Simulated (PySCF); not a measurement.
Shapes and spin states of WF₃

All numbers come from PBE in PySCF with W def2-SVP with ECP60, F def2-SVP; scalar-relativistic core potentials, no spin–orbit coupling; density-fitted integrals.

Relaxations began from a few typed shapes and spin states; open shells are unrestricted. The search is not exhaustive: other isomers or separated fragments can lie lower, and high-lying points may rest on an excited occupation.

```csv
spin,group,bonds,angles,imaginary modes (cm⁻¹),ΔE (kJ/mol),ΔE with ZPE (kJ/mol)
quartet,D3h,W–F 1.883 Å (×3),F–W–F 120.0° (×3),none,0.0,0.0
doublet (⟨S²⟩ 1.02),Cs,"W–F 1.836 Å, W–F 1.851 Å (×2)","F–W–F 105.2°, F–W–F 127.4° (×2)",none,18.0,17.8
doublet,C2v,"W–F 1.831 Å (×2), W–F 1.859 Å","F–W–F 112.2° (×2), F–W–F 135.5°",129i,21.6,–
```

The lowest minimum found is the quartet D3h: W–F 1.883 Å (×3); F–W–F 120.0° (×3).

Formally W is in oxidation state +3, d3, with 3 unpaired electrons (the high-spin count). The Mulliken spin on W is 2.90. The polar-tensor charge on W, 1.53, is far below the formal one.

For the lowest minimum: with open d or f shells other occupations or spin states may lie lower. With an element this heavy the missing spin–orbit coupling can shift these numbers.
